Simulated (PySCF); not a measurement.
# Tungsten: highly charged ions in a basis for the neutral atom

W⁸⁺ [Kr] 4d10 4f14 5s2 5p4, W⁹⁺ [Kr] 4d10 4f14 5s2 5p3. Calculation: PySCF 2.14, in cc-pVDZ-PP with ECP60MDF; a scalar-relativistic core potential. No spin-orbit coupling, so a gap to NIST mixes the basis error with missing relativistic terms.

Changed run: basis of the neutral atom used for a highly charged ion. This setting is unsound on purpose.

```csv
species,method,sound run (hartree),changed run (hartree),converged
W⁸⁺,UHF,not run,-49.72337,yes
W⁸⁺,B3LYP,not run,-49.99329,yes
W⁸⁺,TPSS,not run,-50.01912,yes
W⁹⁺,UHF,not run,-43.88036,yes
W⁹⁺,B3LYP,not run,-44.08796,yes
W⁹⁺,TPSS,not run,-44.11599,yes
```

Ionisation energy of W⁸⁺:

```
method  changed run (eV)    NIST (eV)
   UHF            159.00  160.2 ± 1.2
 B3LYP            160.69  160.2 ± 1.2
  TPSS            160.63  160.2 ± 1.2
```

The contracted functions were made for the neutral atom and can be too rigid for a highly charged ion.
